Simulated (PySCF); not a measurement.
Compound: C₆H₁₅OP.
SMILES with atom numbers: `[CH3:1][CH2:2][P:3](=[O:4])([CH2:5][CH3:6])[CH2:7][CH3:8]` (hydrogens: H9, H10, H11 on C1; H12, H13 on C2; H14, H15 on C5; H16, H17, H18 on C6; H19, H20 on C7; H21, H22, H23 on C8)

Torsions of this conformer, `[CH3:1][CH2:2][P:3](=[O:4])([CH2:5][CH3:6])[CH2:7][CH3:8]`: C1–C2–P3–O4 -54°, C2–P3–C5–C6 -178°, C2–P3–C7–C8 57°.

The closed-shell ground state was solved at several levels (PySCF, density fitting, gas phase, non-relativistic). The structure is a single PBE0-D3(BJ)/def2-SVP conformer in the gas phase; no vibrational or solvent corrections.

```
           level  basis functions  total energy (Eh)  HOMO (eV)  LUMO (eV)  gap (eV)  dipole (D)
    PBE0/cc-pVDZ              191          -653.7840      -6.87       1.21      8.08        3.94
PBE0/aug-cc-pVDZ              323          -653.8140      -7.15      -0.30      6.85        4.31
   PBE0/def2-SVP              191          -653.4466      -6.97       1.17      8.14        4.02
```

(1) What might PBE0/pcSseg-0 (106 basis functions) give for the same quantities?

(2) Over all these levels, which gives the widest orbital gap and which the narrowest?

(3) How much does the basis alone move the frontier levels among the 4 PBE0 rows (the withheld one included)?

(4) How far do the dipole and the HOMO energy spread over the levels?

Answers

(1) Total energy -652.6135 Eh, HOMO -6.87 eV, LUMO 1.40 eV, gap 8.27 eV, dipole 4.32 D.

(2) PBE0/pcSseg-0 has the widest, 8.27 eV, and PBE0/aug-cc-pVDZ the narrowest, 6.85 eV. From the narrowest to the widest the HOMO moves by +0.28 eV and the LUMO by +1.70 eV.

(3) The HOMO by 0.28 eV and the LUMO by 1.70 eV. By rising basis size (HOMO, LUMO in eV): pcSseg-0 -6.87, 1.40; cc-pVDZ -6.87, 1.21; def2-SVP -6.97, 1.17; aug-cc-pVDZ -7.15, -0.30.

(4) The dipole runs from 3.94 to 4.32 D (mean 4.15 D) and the HOMO from -7.15 to -6.87 eV.
